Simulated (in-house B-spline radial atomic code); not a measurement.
Configurations of Cd⁶⁺, with energies counted from [Kr] 4d6. Computed with an all-electron radial atomic-structure program (B-spline basis): scalar-relativistic (X2C) PBE0, spin-polarised, spherical fractional occupations, exact exchange averaged over the configuration, Fermi nucleus of rms radius 4.6087 fm. Shells without spins written out take the highest spin.

Occupations are held fixed; configurations that lie above the ionisation limit could autoionise.

```tsv
configuration	E - E(ref) (eV)	highest orbital	its <r> (bohr)
[Kr] 4d5 5s1	26.594	5s up	1.88
[Ar] 3d10 4s2 4p5 4d7	60.553	4d down	1.081
[Kr] 4d5 5f1	72.529	5f up	3.409
[Ar] 3d10 4s2 4p5 4d6 4f1	112.14	4f up	1.575
```

(1) Order these further configurations by energy, lowest first.
A. [Ar] 3d10 4s2 4p5 4d6 5s1
B. [Ar] 3d10 4s2 4p5 4d6 5p1
C. [Kr] 4d5 5p1
D. [Kr] 4d5 4f1

Answers

(1) C (38.536 eV), D (51.453 eV), A (87.554 eV), B (99.537 eV).
